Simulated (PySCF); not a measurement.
# Removing an electron from `C=C[S@@](=O)c1ccccc1`

C8H8OS.
Atom-mapped SMILES: `[CH2:1]=[CH:2][S@@:3](=[O:4])[c:5]1[cH:6][cH:7][cH:8][cH:9][cH:10]1` (hydrogens: H11, H12 on C1; H13 on C2; H14 on C6; H15 on C7; H16 on C8; H17 on C9; H18 on C10)

Structure used (PBE0-D3(BJ)/def2-SVP), in Å, numbered top down from 1:
```xyz
18
C8H8OS angstrom
C      3.235    0.600    0.373
C      2.224    0.810   -0.462
S      1.453   -0.624   -1.229
O      2.030   -1.825   -0.535
C     -0.187   -0.338   -0.516
C     -0.539   -1.094    0.596
C     -1.807   -0.921    1.147
C     -2.702   -0.012    0.580
C     -2.338    0.724   -0.548
C     -1.074    0.556   -1.111
H      3.769    1.430    0.843
H      3.529   -0.430    0.601
H      1.841    1.787   -0.774
H      0.190   -1.803    0.997
H     -2.102   -1.503    2.023
H     -3.696    0.117    1.015
H     -3.045    1.424   -0.998
H     -0.786    1.114   -2.007
```

Level: CAM-B3LYP/def2-SVPD (PySCF). Frontier orbitals with their largest atomic shares (Löwdin; up to four atoms above 4 %):

```json
{"orbital": "HOMO−3", "ε (eV)": "-9.53", "main atoms": "O4 61 %, S3 10 %, C2 8 %, C5 7 %"}
{"orbital": "HOMO−2", "ε (eV)": "-9.03", "main atoms": "C7 19 %, C10 18 %, C5 13 %, C8 11 %"}
{"orbital": "HOMO−1", "ε (eV)": "-8.95", "main atoms": "C9 21 %, C6 20 %, C5 13 %, C8 11 %"}
{"orbital": "HOMO", "ε (eV)": "-8.19", "main atoms": "?"}
{"orbital": "LUMO", "ε (eV)": "0.06", "main atoms": "C5 17 %, C8 17 %, C10 11 %, C7 10 %"}
{"orbital": "LUMO+1", "ε (eV)": "0.36", "main atoms": "C9 20 %, C6 19 %, C7 17 %, C10 16 %"}
{"orbital": "LUMO+2", "ε (eV)": "0.64", "main atoms": "C1 27 %, C2 24 %, S3 15 %, C5 7 %"}
```

What vertical ionisation energy does ΔSCF give, and how far is −ε(HOMO) from it?

ΔSCF: 8.80 eV (849 kJ/mol; threshold wavelength 141 nm); ⟨S²⟩ of the doublet left behind is 0.762, against 0.75 for a pure doublet. −ε(HOMO) is 8.19 eV, 0.61 eV below it. In exact Kohn–Sham theory the two would be equal; CAM-B3LYP (range-separated hybrid) falls short of its own ΔSCF value by 7 %.

On which atoms does the HOMO lie?

O4 (sulfinyl oxygen) 38 %, S3 (sulfinyl sulfur) 27 %, C5 (substituted aromatic carbon) 8 %, C2 (alkene CH carbon) 6 %, so no atom holds as much as 40 %. The HOMO−1 lies 0.76 eV lower.

What kinetic energy would electrons from this vertical process carry with He II light (40.814 eV)?

40.81 − 8.80 = 32.01 eV.

With α = 116.9 au, estimate the like-pair dispersion coefficient by London's formula C6 = (3/4)α²I.

I = 0.3233 Eh, so C6 ≈ 3310 au, a rough estimate.

How many of the 10 lowest singlet excitations (vertical TDDFT, same level) lie below the ionisation energy?

All 10; they run from 5.34 to 6.85 eV.

The structure is a single PBE0-D3(BJ)/def2-SVP conformer in the gas phase; no vibrational or solvent corrections.

These values come from a run that also computed excited states and ΔSCF ions. Hardware: Arm Neoverse V1, one thread, shared host. Cost: 8.8 min of wall time.
